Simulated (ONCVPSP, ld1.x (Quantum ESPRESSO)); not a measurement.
## Potentials for vanadium compared

Generated with ld1.x 7.5 (TM, RRKJ, ultrasoft, PAW), atompaw 4.2 or ONCVPSP 4.0.1. The cutoff is in Ry: for ld1.x and atompaw files where the sum of valence levels is converged to 10 mRy in a Bessel basis, for ONCV files where the hardest occupied wave has 1 mHa per electron of residual kinetic energy. The error is the largest all-electron minus pseudo excitation energy over each file’s own four to seven test configurations (ionisations up to +4, promotions, holes and added fractions of an electron), all of which were solved. The labels leave out finer settings (local radius, basis sizes, second energies), which also bear on the numbers. Spin-polarised tests are not counted. The rows are a selection from randomly drawn settings: files with unsolved tests, undetermined cutoffs or missed reference levels are left out.

```tsv
potential	cutoff (Ry)	largest error (meV)	bound ghosts
ONCV, PBE, scalar-relativistic, rc 1.35/1.45/1.35/1.25 (spdf), local smoothed, core correction yes, reference 3s2 3p6 3d3 4s2, qcut 7.4/8.2/13.8/7.8, projectors 2/2/2/2	116	+11	none
ONCV, Wu-Cohen, scalar-relativistic, rc 2.60/1.30/2.20 (spd), local smoothed, core correction yes, reference 3p6 3d3 4s1, qcut 2.1/11.3/6.4, projectors 2/3/2	74	+305	none
TM semilocal, PBE, scalar-relativistic, rc 2.30/3.50/2.00 (spd), local s, core correction no, reference 3d4 4s1 4p0	55	+91	none
ONCV, PBE, scalar-relativistic, rc 1.85/1.40/2.35/2.20 (spdf), local smoothed, core correction no, reference 3s2 3p6 3d3 4s1.5, qcut 8.2/8.6/6.1/4.3, projectors 2/2/2/2	47	+267	none
ONCV, LDA (Perdew-Zunger), scalar-relativistic, rc 2.45/3.00/1.90 (spd), local smoothed, core correction no, reference 3d3 4s1.5 4p0.5, qcut 3/2.3/7.7, projectors 2/2/2	48	+67	none
```

Question: Fill in the row for V: ONCV, LDA (Perdew-Wang 92), scalar-relativistic, rc 1.60/1.45/1.60 (spd), local smoothed, core correction no, reference 3s2 3p6 3d3 4s1.5, qcut 6.9/9.5/11.3, projectors 2/1/2.

Answer: cutoff 82 Ry, largest error +6.0 meV, bound ghosts: none.

Question: Fill in the row for V: ONCV, PBEsol, scalar-relativistic, rc 1.80/2.05/1.65 (spd), local smoothed, core correction no, reference 3s2 3p6 3d3 4s1.5 4p0.5, qcut 6.7/7.5/8.9, projectors 3/2/2.

Answer: cutoff 64 Ry, largest error -0.3 meV, bound ghosts: none.
